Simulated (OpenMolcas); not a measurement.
**Ru2+: moving or changing the point charges**

Ru2+ among 6 point charges of -1.7 e arranged as a trigonal antiprism (D3d), 2.1 Å from the ion, with a polar angle of 63.5° against the regular 54.74°. The active orbitals were held to one l.

```json
{
  "Program": "OpenMolcas 26.06",
  "Method": "CASSCF",
  "Basis": "ANO-RCC-VTZP [7s6p4d2f1g]",
  "Scalar Hamiltonian": "DKH2, point nucleus",
  "Active space": "6 electrons in 5 orbitals (4d)",
  "State averaging": "2S+1 = 5 even, 5 roots; 2S+1 = 3 even, 45 roots; 2S+1 = 1 even, 50 roots",
  "Spin-orbit coupling": "state interaction with AMFI integrals over the reference wave functions"
}
```

Runs around this geometry, states (labels of D3, the rotations of D3d). Energies in cm-1 above the lowest state or level, χT in cm3 K/mol.

| R (Å) | Polar angle / regular | Ground state | First state of that spin | First gap with spin-orbit (degeneracies) | χT at 300 K | First state of another spin |
| --- | --- | --- | --- | --- | --- | --- |
| 2.1 | 1.07 | 5A1 | 5E 2893 | 56.5 (1, 2) | 3.731 | 3A2 12419 |
| 1.95 | 1.16 | 5A1 | 5E 5332 | 59.3 (1, 2) | 3.470 | 1A1 9560 |
| 2.1 | 1.16 | 5A1 | 5E 4305 | 55.3 (1, 2) | 3.645 | 3A2 12819 |
| 2.24 | 1.16 | 5A1 | 5E 3555 | 57.4 (1, 2) | 3.807 | 3A2 14755 |

Taking the first state of the same spin as R^-n, n = -ln(3555 / 5332) / ln(2.24 / 1.95) = 2.9 between the shortest and longest distance.

Without dynamic correlation the repulsion within the d shell is too large (B by tens of per cent), so at a given field states of lower spin stand too high. Point charges give a weaker field than real ligands, and real ions of this kind are as a rule low spin; the high spin found here belongs to the model. Point charges carry no covalency, so the field is a model and not that of real ligands. A group larger than the point group allows holds several states that coincide in this model. No measured value stands beside these numbers.
